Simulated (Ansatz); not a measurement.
H5BSi2, SMILES `[H]/B=[SiH]\[SiH3]` (charge 0, multiplicity 1).

Cartesian coordinates (Å):
```xyz
8

B      1.9639    -0.0160    -0.6639
Si     0.7872    -0.6319     0.5997
Si    -1.2693     0.3514     0.1706
H      2.7577     0.5770    -1.3101
H      0.8908    -2.0617     0.9834
H     -2.1599    -0.5211    -0.6403
H     -0.9948     1.6091    -0.5745
H     -1.9755     0.6932     1.4350
```
Charge 0, spin multiplicity 1.

Frozen-core energies in 6-31g from Ansatz (an electronic-structure program) at a geometry from PBE0-D3(BJ)/def2-TZVP; the HF reference has <S^2> = 0.00 (restricted, and unstable towards unrestricted orbitals) and the T1 diagnostic is 0.017.

| level | energy (Ha) |
|---|---|
| HF | -605.22355 |
| MP2 | -605.38413 |
| CCSD | -605.43041 |
| CCSD(T) | -605.43631 |

**Question.** Estimate the energies of CCSDT and CCSDT(Q), and give each level's difference from CCSDT(Q).

**Answer.** 
```csv
level,energy (Ha),difference from CCSDT(Q) (mHa)
MP2,-605.38413,53.73
CCSD,-605.43041,7.45
CCSD(T),-605.43631,1.56
CCSDT,-605.43753,0.33
CCSDT(Q),-605.43786,0.00
```
